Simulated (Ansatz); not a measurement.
`[O]=[W]([OH])([OH])=[S]`, charge 0, multiplicity 1.

(1) Give a relaxed structure at PBE0-D4/def2-TZVP (the Gaussian-basis code of Ansatz). (Best estimate.)

Results:

(1) Ansatz gave: 
Cartesian coordinates in Å:
```
O -1.596 1.097 0.031
W -0.144 0.231 0.186
O -0.516 -1.605 0.263
O 0.923 0.621 -1.305
S 0.855 0.821 1.980
H -1.383 -1.985 0.100
H 1.861 0.821 -1.255
```
